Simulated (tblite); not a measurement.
Compound: C4H11BClSi (doublet state).
SMILES with atom numbers: `[CH3:1][BH:2][CH2:3][SiH2:4][CH:5][CH2:6][Cl:7]` (hydrogens: H8, H9, H10 on C1; H11 on B2; H12, H13 on C3; H14, H15 on Si4; H16 on C5; H17, H18 on C6)

Computed with GFN2-xTB (tblite), gas phase: L-BFGS steps from a force-field or distance-geometry start until the largest atomic force falls under 0.01 eV/Å.

Step 63: E = -587.5147 eV
```
atom  x, y, z in Å  |  force x, y, z in eV/Å
C1     -3.1754   -0.3393    0.4829   -0.003  -0.056  -0.001
B2     -1.7717   -0.6159   -0.1804   -0.141   0.052  -0.024
C3     -0.8653    0.5869   -0.5447   -0.012   0.026   0.012
Si4     0.5420    0.6445    0.7725   -0.054  -0.031  -0.099
C5      1.8409   -0.3861   -0.0589   -0.031  -0.061   0.053
C6      3.2327   -0.0103   -0.1997    0.052  -0.043   0.097
Cl7     4.1929   -0.9696    1.0572    0.093  -0.041   0.026
H8     -3.5811   -1.1689    1.0571   -0.001  -0.052  -0.050
H9     -3.1781    0.5365    1.1297    0.010   0.039  -0.064
H10    -3.8853   -0.1333   -0.3250    0.038  -0.024   0.128
H11    -1.4111   -1.7035   -0.4280   -0.066  -0.050   0.001
H12    -0.3903    0.4774   -1.5189    0.038   0.028   0.029
H13    -1.3806    1.5427   -0.5338   -0.026   0.072   0.012
H14     1.0531    2.0150    0.9148   -0.023   0.014   0.023
H15     0.0502    0.1729    2.0839    0.116   0.024  -0.120
H16     1.5906   -1.3772   -0.4159    0.008   0.050   0.015
H17     3.6901   -0.2907   -1.1472    0.020  -0.045  -0.012
H18     3.4378    1.0253    0.0481   -0.016   0.097  -0.027
```

Step 64: E = -587.5197 eV
```
atom  x, y, z in Å  |  force x, y, z in eV/Å
C1     -3.1702   -0.3420    0.4863   -0.022   0.016   0.139
B2     -1.7830   -0.6147   -0.1937   -0.028   0.179  -0.011
C3     -0.8701    0.5885   -0.5478   -0.069   0.028  -0.026
Si4     0.5347    0.6447    0.7637    0.092   0.048  -0.130
C5      1.8430   -0.3873   -0.0519    0.012   0.017   0.079
C6      3.2333   -0.0107   -0.1932    0.114  -0.046   0.119
Cl7     4.2103   -0.9666    1.0663    0.027  -0.014  -0.041
H8     -3.5638   -1.1717    1.0637   -0.032  -0.109   0.024
H9     -3.1676    0.5366    1.1294    0.002   0.031  -0.041
H10    -3.8900   -0.1425   -0.3058   -0.095   0.019  -0.029
H11    -1.4360   -1.6984   -0.4470    0.009  -0.181  -0.061
H12    -0.4036    0.4816   -1.5240    0.101   0.013  -0.036
H13    -1.3763    1.5493   -0.5353   -0.072   0.058   0.031
H14     1.0614    2.0119    0.9119   -0.062  -0.024   0.012
H15     0.0397    0.1730    2.0648    0.072  -0.014   0.005
H16     1.5946   -1.3767   -0.4060   -0.007  -0.041  -0.017
H17     3.6879   -0.2927   -1.1426    0.023  -0.049   0.025
H18     3.4473    1.0240    0.0551   -0.064   0.068  -0.039
```

Step 65: E = -587.5234 eV
```
atom  x, y, z in Å  |  force x, y, z in eV/Å
C1     -3.1488   -0.3425    0.5028   -0.113   0.004   0.064
B2     -1.7831   -0.6105   -0.2305   -0.103   0.200   0.082
C3     -0.8723    0.5959   -0.5778   -0.066   0.029  -0.011
Si4     0.5172    0.6377    0.7524    0.112   0.050  -0.102
C5      1.8366   -0.4030   -0.0342    0.046   0.047   0.074
C6      3.2254   -0.0134   -0.1753    0.101  -0.047   0.076
Cl7     4.2237   -0.9610    1.0729   -0.001  -0.009  -0.056
H8     -3.5178   -1.1728    1.1039    0.031  -0.002  -0.072
H9     -3.1211    0.5409    1.1429   -0.027  -0.036  -0.102
H10    -3.9063   -0.1514   -0.2652    0.053  -0.009   0.135
H11    -1.4452   -1.6926   -0.4996    0.007  -0.186  -0.088
H12    -0.3992    0.5057   -1.5520    0.107  -0.003  -0.035
H13    -1.3762    1.5575   -0.5517   -0.087   0.057   0.025
H14     1.0608    1.9995    0.9043   -0.085  -0.038   0.011
H15    -0.0051    0.1755    2.0483    0.088  -0.004  -0.024
H16     1.5964   -1.3943   -0.3890    0.001  -0.036  -0.003
H17     3.6744   -0.2895   -1.1313    0.020  -0.030   0.076
H18     3.4319    1.0246    0.0730   -0.085   0.014  -0.052
```

**Question.** Estimate the geometry and energy of step 66. (The exact step hangs on the optimiser's Hessian estimate; all steps are aligned on step 65, rigid shifts and turns removed.)

**Answer.** E = -587.5289 eV, largest force 0.109 eV/Å
```
atom  x, y, z in Å  |  force x, y, z in eV/Å
C1     -3.1470   -0.3429    0.5092   -0.046   0.005   0.035
B2     -1.7895   -0.6061   -0.2392   -0.008   0.030   0.058
C3     -0.8794    0.6013   -0.5851   -0.033   0.034  -0.034
Si4     0.5140    0.6344    0.7414    0.086   0.046  -0.048
C5      1.8379   -0.4100   -0.0295    0.070   0.020   0.050
C6      3.2282   -0.0148   -0.1645    0.048  -0.028   0.011
Cl7     4.2311   -0.9589    1.0749    0.001  -0.005  -0.042
H8     -3.5077   -1.1751    1.1115    0.025   0.013  -0.041
H9     -3.1112    0.5445    1.1421   -0.048  -0.045  -0.055
H10    -3.9087   -0.1540   -0.2517   -0.014   0.001   0.084
H11    -1.4477   -1.6946   -0.5106   -0.049  -0.015  -0.059
H12    -0.4023    0.5150   -1.5590    0.066   0.006  -0.015
H13    -1.3806    1.5653   -0.5519   -0.072   0.020   0.011
H14     1.0629    1.9926    0.8977   -0.084  -0.020   0.005
H15    -0.0091    0.1737    2.0381    0.085  -0.002  -0.029
H16     1.6024   -1.4040   -0.3835    0.016   0.000   0.017
H17     3.6723   -0.2878   -1.1246    0.034  -0.018   0.091
H18     3.4258    1.0277    0.0786   -0.078  -0.040  -0.040
```

The energy changes by -0.0055 eV. The first-order estimate −F·Δx gives -0.0076 eV and the mean of the old and new forces, exact on a quadratic surface, -0.0055 eV. The step makes an angle of 71° with the force vector and moves no atom by more than 0.014 Å.

What follows is the cost of the whole relaxation. On an Arm Neoverse V2 with one thread, shared host with 96 logical CPUs at a one-minute load of 51, this took 1.2 s of wall time.
